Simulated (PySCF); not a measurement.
Molecule: C₆H₁₃ (charge 0, doublet). It need not be the lowest isomer of its formula. 
Coordinates optimised at B3LYP-D3(BJ)/def2-TZVP (Ansatz):
SMILES: C[CH]C(C)(C)C
```xyz
19

C      1.0165    -0.4890     0.3340
C      2.0716     0.5294     0.5773
C     -0.3739    -0.1396    -0.1169
C     -1.0549    -1.3927    -0.6846
C     -0.3536     0.9577    -1.1934
C     -1.1910     0.3672     1.0947
H      1.1799    -1.4986     0.6934
H      1.7531     1.2916     1.3037
H      2.3363     1.0784    -0.3336
H      2.9829     0.0736     0.9643
H     -2.0824    -1.1751    -0.9847
H     -0.5167    -1.7662    -1.5579
H     -1.0839    -2.1909     0.0604
H      0.2284     0.6425    -2.0617
H     -1.3693     1.1786    -1.5280
H      0.0791     1.8846    -0.8140
H     -2.2087     0.6252     0.7897
H     -0.7348     1.2572     1.5316
H     -1.2518    -0.3985     1.8701
```
Charge 0, spin multiplicity 2.

Dispersion corrections to the total energy (kcal/mol) from the dftd3 and dftd4 libraries through PySCF: D3(BJ) without and D4 with the three-body term, each with the damping fitted for the functional named.

| functional | D3(BJ) | D4 |
|---|---|---|
| LC-wPBE | -9.22 | [?] |
| revPBE | -25.77 | -31.72 |
| PBE | -10.21 | -9.51 |
| B3LYP | -16.81 | -14.99 |
| CAM-B3LYP | [?] | -8.01 |
| B2GP-PLYP | [?] | -4.03 |
| BLYP | -20.67 | -20.96 |

Question: Some entries are withheld; supply them.

Answer: 
- LC-wPBE, D4: -10.43
- CAM-B3LYP, D3(BJ): -7.58
- B2GP-PLYP, D3(BJ): -5.27
